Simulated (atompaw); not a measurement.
# Before and after: PAW (atompaw) potential for Cl

chlorine (Cl), PAW, made with atompaw 4.2.0.5 (LDA (PW92), scalar-relativistic). Core [Ne], reference 3s2 3p5. Waves: 3s (bound): rc 1.30 bohr; 3s channel at 0.6 Ry: rc 1.10 bohr; 3p (bound): rc 1.30 bohr; 3p channel at 0.65 Ry: rc 1.30 bohr. Local part: bessel scheme, radius 1.25 bohr. Core correction: smooth core density matched at 0.90 bohr. Augmentation charge: sinc compensation charge, radius 1.00 bohr; PAW radius 1.30 bohr; waves and projectors: custom rrkj gramschmidtortho.

All-electron outer shells of the reference configuration (LDA (PW92), scalar-relativistic, ld1.x):

```
shell  level (eV)  outermost node (bohr)  outermost maximum (bohr)
   2s     -251.72                   0.12                      0.36
   2p     -191.62                      –                      0.30
   3s      -20.69                   0.56                      1.27
   3p       -8.70                   0.53                      1.43
```

Change: local potential bessel scheme, radius 0.76 bohr.

Cutoffs: the cutoffs (Ry, on a coarse ladder) from which the occupation-weighted sum of valence levels, in a spherical-Bessel basis at the reference potential, stays within 10 and 1 mRy of its value at 400 Ry; they do not see the model core or the augmentation charge, which bear on the density cutoff.

Q: What does the change do?

A: The potential gets softer (25 Ry and 50 Ry → 21 Ry and 45 Ry); neither file shows a bound ghost.

```csv
quantity,base,changed
"cutoff, loose",25 Ry,21 Ry
"cutoff, tight",50 Ry,45 Ry
loose cutoff by channel (10 mRy a level),"s 15 Ry, p 15 Ry","s 18 Ry, p 15 Ry"
bound ghosts,none,none
s: phases at 1.31 bohr within 0.05 rad from the reference energy up to (Ry; the scan ends near 5),to the end of the scan,to the end of the scan
p: phases at 1.31 bohr within 0.05 rad from the reference energy up to (Ry; the scan ends near 5),to the end of the scan,to the end of the scan
lowest overlap eigenvalue by channel,"s 0.04, p 0.75","s 0.07, p 0.73"
```

 The cutoffs see the waves, projectors and local potential, not the compensation charge or the core.
